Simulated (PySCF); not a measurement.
# Se: electron affinity

Se- [Ar] 3d10 4s2 4p5 (2P) → Se [Ar] 3d10 4s2 4p4 (3P), as a difference of total energies. Computed with PySCF 2.14 in aug-cc-pVDZ-PP with ECP10MDF (5s4p3d, 32 functions), with a scalar-relativistic core potential. Correlated levels: valence: 3s2 3p6 3d10 frozen. The calculations carry no spin-orbit coupling.

| method | electron affinity (eV) |
| --- | --- |
| UHF | 0.952 |
| MP2 (valence) | 1.719 |
| SCS-MP2 (valence) | 1.698 |
| CCSD (valence) | 1.691 |
| CCSD(T) (valence) | 1.735 |
| CCSDT (valence) | 1.741 |

Question: How much does correlation contribute at CCSD(T) (valence)?

Answer: 1.735 − (0.952) = 0.783 eV, measured against UHF.

The reference lies between the lowest fine-structure levels, while these numbers refer to the centres of the terms.

Errors of the correlated levels include the incompleteness of this basis and the frozen core.

For comparison: 2.021 eV (measured; photodetachment measurements, as compiled on the Wikipedia data page of electron affinities).
